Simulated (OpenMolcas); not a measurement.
**Kr VII: effect of correlating more closed shells**

```json
{
  "Program": "OpenMolcas",
  "Basis": "ANO-RCC-VTZP [6s5p3d1f]",
  "Scalar Hamiltonian": "DKH2, point nucleus",
  "Active space": "2 electrons in 4 orbitals (4s 4p)",
  "State averaging": "2S+1 = 3 even, 3 roots; 2S+1 = 1 even, 7 roots (6 in the spin-orbit step); 2S+1 = 3 odd, 3 roots; 2S+1 = 1 odd, 3 roots",
  "Spin-orbit coupling": "RASSI with atomic mean-field integrals over the reference wave functions, term energies averaged over their components"
}
```

Methods on the same reference wave functions:
A. CASSCF
B. SS-CASPT2, IPEA 0.25 Eh, imaginary shift 0.1 Eh (closed shells correlated: none)
C. SS-CASPT2, IPEA 0.25 Eh, imaginary shift 0.1 Eh (closed shells correlated: 3d)
D. SS-CASPT2, IPEA 0.25 Eh, imaginary shift 0.1 Eh (closed shells correlated: 3s 3p 3d)

Energies in cm-1 above 4s2 1S0, the measured ground level; measured values from Saloman, J. Phys. Chem. Ref. Data 36, 215 (2007).

| Level | A | B | C | D | Measured |
| --- | --- | --- | --- | --- | --- |
| 4s2 1S0 | 0.0 | 0.0 | 0.0 | 0.0 | 0.0 |
| 4s 4p 3P* 0 | 114785 | 114693 | 115067 | 115201 | 117390 |
| 4s 4p 3P* 1 | 117366 | 117242 | 117614 | 117747 | 120095 |
| 4s 4p 3P* 2 | 123188 | 123096 | 123470 | 123604 | 126553 |
| 4s 4p 1P* 1 | 182488 | 174293 | 173972 | 173921 | 170835 |

Deviations, from unrounded energies. A percentage is the sum of absolute deviations over the sum of measured energies, with the sign that they share, or ± where signs differ.

```json
{"Against measurement": "mean absolute deviation (cm-1)", "Levels": "4", "A": "5100", "B": "3100", "C": "2800", "D": "2600"}
{"Against measurement": "other configurations (%)", "Levels": "4", "A": "±3.8", "B": "±2.3", "C": "±2.1", "D": "±2.0"}
```

C, D lie about equally close to measurement and A furthest from it. The largest miss of D in the table is 4s 4p 1P* 1, by +3100 cm-1. The ranking rests on the paired levels alone, and a cruder setting can come out closer through cancelling errors.

Among B to D the level of the table that moves most is 4s 4p 3P* 0, by 510 cm-1 (lowest in B, highest in D).

The lowest spin-free term lies below A's lowest term by 0.005 hartree in B, 0.045 hartree in C, 0.087 hartree in D.

What an inner shell adds also hangs on whether the basis holds functions to correlate it.

Over all roots computed the reference weight is 0.94 to 1.00 in B, 0.94 to 1.00 in C, 0.94 to 0.99 in D; the roots of lowest weight are the least certain, and an intruder state may touch them. Some high roots are left out of the spin-orbit mixing, which shifts the levels that they would mix with. Measured partners are found by configuration, term and J. A level has none where our copy of the source lacks it or the pairing is in doubt (some pairs that miss far off the trend of their configuration count as doubtful), and it then counts in no deviation. Levels of configurations outside the active space are missing. Levels that lie high or do not pair safely by name in every column are left out.

* marks odd parity.
